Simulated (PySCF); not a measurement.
# MgSe: energy against distance

Set-up: PySCF, no relativity, basis sets Mg def2-SVP, Se def2-SVP. Energies in eV from Mg + Se in their ground configurations at the same level. All curves are PBE0. state 1: ¹Σ⁺ (singlet), closed shell; state 2: ³Π (triplet), unpaired electrons σ ↑, π ↑, a second solution, started from another occupation; state 3: Ms = 0 determinant of mixed spin (⟨S²⟩ near 1.0), unpaired electrons σ ↓, π ↑, a second solution, started from another occupation; state 4: ³Σ⁺ (triplet), unpaired electrons σ ↑↑, a second solution, started from another occupation.

| R (Å) | state 1 | state 2 | state 3 | state 4 |
| --- | --- | --- | --- | --- |
| 1.958 | -0.880 | 0.309 | 0.353 | 1.2926 |
| 2.049 | -1.401 | -0.489 | -0.445 | 0.6442 |
| 2.140 | -1.686 | -1.027 | -0.982 | 0.2147 |
| 2.209 | -1.785 | -1.301 | -1.255 | 0.0009 |
| 2.277 | -1.811 | -1.489 | -1.442 | -0.1414 |
| 2.345 | -1.779 | -1.609 | -1.560 | -0.2270 |
| 2.436 | -1.673 | -1.687 | -1.633 | -0.2726 |
| 2.550 | -1.472 | -1.688 | -1.627 | -0.2491 |
| 2.687 | -1.177 | -1.595 | -1.523 | -0.1408 |
| 2.869 | -0.758 | -1.387 | -1.293 | 0.0835 |

Task: Put a parabola through the three lowest points of the state 1 curve and estimate Re, k and ωe (reduced mass 18.45 u; 1 eV/Å² = 0.16022 mdyn/Å; ωe = 1302.8·√(k/μ) cm⁻¹).

Result: Through R = 2.209, 2.277, 2.345 Å the second-order coefficient is 6.27 eV/Å², so Re ≈ 2.273 Å, k ≈ 2.01 mdyn/Å and ωe ≈ 430 cm⁻¹. A polynomial fit of higher order to the unrounded PBE0 energies gives Re = 2.270 Å, k = 1.99 mdyn/Å, ωe = 428 cm⁻¹; anharmonicity and rounding make the difference.

The higher-order fit for each curve: state 1: Re = 2.270 Å, ωe = 428 cm⁻¹, De = 1.81 eV; state 2: Re = 2.492 Å, ωe = 318 cm⁻¹, minimum 1.70 eV below the ground-state fragments; state 3: Re = 2.483 Å, ωe = 327 cm⁻¹, minimum 1.64 eV below the ground-state fragments; state 4: Re = 2.458 Å, ωe = 310 cm⁻¹, minimum 0.274 eV below the ground-state fragments.
